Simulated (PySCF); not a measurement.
From one molecule to another.

First species: C8H14OSi.
SMILES: `CC#C[C@@](C)(C=O)[C@H](C)[SiH3]`

Second species: C₈H₁₄OSi.
InChI=1S/C8H14OSi/c1-4-6-9-7-5-8(2)10-3/h4-7H,2,10H2,1,3H3/b6-4+,7-5-

Levels: PBE0/pcSseg-1 for dipole moment, HOMO energy, LUMO energy and HOMO–LUMO gap; GFN2-xTB for rotational constant A and rotational constant C. Geometries: GFN2-xTB. Each structure is a single optimised conformer of the isolated species, non-relativistic unless stated; the electronic structure was computed with PySCF and density fitting.

The conformers computed, where there is a choice (atom-mapped SMILES and torsion angles):
- `[CH3:1][C:2]#[C:3][C@@:4]([CH3:5])([CH:6]=[O:7])[C@H:8]([CH3:9])[SiH3:10]`: C3–C4–C6–O7 150°, C3–C4–C8–C9 -43°
- `[CH2:1]=[C:2](/[CH:3]=[CH:4]\[O:5]/[CH:6]=[CH:7]/[CH3:8])[SiH2:9][CH3:10]`: C1–C2–C3–C4 -177°, C3–C4–O5–C6 178°, C4–O5–C6–C7 180°, C1–C2–Si9–C10 -3°

(1) Which has the higher dipole moment?

(2) Which of the two has the higher LUMO energy, and by how much?

(3) Which has the higher rotational constant C?

(4) Which of the two has the higher HOMO energy, and by how much?

(5) Which of the two has the higher HOMO–LUMO gap, and by how much?

(6) Which of the two has the higher rotational constant A, and by how much?

Answers

(1) The first: 3.95 D against 2.03 D, a difference of 1.92 D.

(2) The second: -0.66 eV against -1.11 eV, a difference of 0.45 eV.

(3) The first: 0.622 GHz against 0.445 GHz, a difference of 0.177 GHz.

(4) The second: -5.93 eV against -7.36 eV, a difference of 1.43 eV.

(5) The first: 6.25 eV against 5.27 eV, a difference of 0.98 eV.

(6) The first: 1.967 GHz against 1.917 GHz, a difference of 0.050 GHz.

On the first: In atomic units the dipole is 1.55 e·bohr (1 au = 2.5417 D).

On the second: The dipole equals about 6.8 × 10⁻³⁰ C·m (1 D = 3.33564 × 10⁻³⁰ C·m).
